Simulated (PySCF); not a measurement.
Compound: C6H13BO2.
Z-matrix (Å and degrees, PBE0-D3(BJ)/def2-SVP geometry), rows numbered from 1:
```
C 
C   1  1.4933
C   2  1.3364  1  125.23
C   3  1.4932  2  125.64  1  -178.93
B   4  1.5833  3  114.90  2   125.58
O   5  1.3558  4  118.91  3    10.79
C   6  1.4042  5  122.78  4   178.61
O   5  1.3654  4  123.03  3  -170.97
C   8  1.3989  5  122.96  4     2.79
H   1  1.1033  2  111.45  3   121.76
H   1  1.1003  2  111.47  3     1.15
H   1  1.1036  2  111.47  3  -119.54
H   2  1.0991  1  116.39  3  -179.76
H   3  1.0975  2  118.42  1    -0.66
H   4  1.1039  3  110.67  2    -0.15
H   4  1.1105  3  109.93  2  -115.38
H   7  1.1003  6  108.64  5   143.24
H   7  1.1006  6  112.04  5    22.39
H   7  1.1027  6  110.29  5   -98.41
H   9  1.0998  8  108.46  5  -177.72
H   9  1.1036  8  112.06  5   -58.47
H   9  1.1036  8  111.99  5    63.12
```

Level: PBE0/pcSseg-1 in PySCF, non-relativistic, on one gas-phase PBE0-D3(BJ)/def2-SVP geometry that isn't relaxed in the solvent. The solvent is an IEF-PCM continuum (cavity from Bondi-type radii × 1.2). Only the electrostatic response of the medium enters.

Gas phase at PBE0/pcSseg-1: HOMO -6.54 eV, LUMO 0.98 eV, dipole 1.63 D.

Q: What does the continuum do to the energy, the frontier levels and the dipole at PBE0/pcSseg-1 in dimethylsulfoxide?

A: 
| solvent | ε | E(solvent) − E(gas) (kJ/mol) | polarisation term (kJ/mol) | distortion of the solute (kJ/mol) | HOMO (eV) | LUMO (eV) | dipole (D) |
| --- | --- | --- | --- | --- | --- | --- | --- |
| dimethylsulfoxide | 46.83 | -19.02 | -21.46 | 2.44 | -6.73 | 0.80 | 2.02 |

Polarisation term: ½ Σ q·V over the induced surface charges. Distortion: the rise of the solute's own energy as its density leaves the gas-phase optimum.

Q: Which radius a makes the point-dipole formula ΔE = −[(ε − 1)/(2ε + 1)]·μ²/a³ give the value in dimethylsulfoxide, with the gas-phase dipole?

A: μ = 0.642 au and |ΔE| = 0.00725 Eh give a = 1.60 Å; the farthest nucleus lies 4.65 Å from the centroid of the nuclei, so such a sphere wouldn't even hold the nuclei. The formula assumes a rigid point dipole at the centre of a sphere.

Q: Which IAO charges (PBE0/pcSseg-1) respond most in dimethylsulfoxide (means over atoms taken as equivalent)?

A: 
```
  atoms                environment  gas (e)  solvent (e)  change
     C3           alkene CH carbon   -0.128       -0.141  -0.013
  O6/O8         boron-bound oxygen   -0.399       -0.411  -0.012
H15/H16         methylene hydrogen   +0.146       +0.156  +0.010
     C2           alkene CH carbon   -0.156       -0.166  -0.010
    H13           vinylic hydrogen   +0.125       +0.133  +0.008
     C1             allylic carbon   -0.412       -0.419  -0.007
     C4  sp3 carbon bound to boron   -0.427       -0.434  -0.007
  C7/C9             methoxy carbon   -0.192       -0.199  -0.007
```

The run took 80 s wall on one thread, Arm Neoverse N1 (aarch64), shared host with 64 logical CPUs at a one-minute load of 60, and the process peaked at 1.3 GiB of memory. This is the whole shielding run at PBE0/pcSseg-1 in dimethylsulfoxide, SCF included.
